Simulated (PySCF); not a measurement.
The same groups moved round the core (norbornane silyl). Isolated molecules, 0 K electronic values unless said otherwise. One relaxed conformer stands for each flexible species; it need not be the lowest. Strings in code marks are SMILES.

Method: PBE-D3(BJ)/def2-TZVP // PBE0-D3(BJ)/def2-SVP (PySCF 2.14.0). Excitations are Tamm–Dancoff values on a coarser integration grid. The basis has no diffuse functions, so Rydberg states are missing or too high.

```tsv
species	S1 oscillator strength	S1–T1 gap (TDA) (eV)	HOMO–LUMO gap (eV)	HOMO (eV)
`[SiH3][C@]12CC[C@H](CC1)C2`	0.000	0.28	6.72	-6.88
`[SiH3][C@H]1[C@H]2CC[C@@H]1CC2`	0.000	0.10	6.76	-6.91
`[SiH3][C@@H]1C[C@@H]2CC[C@H]1C2`	0.017	0.24	6.59	-6.70
```
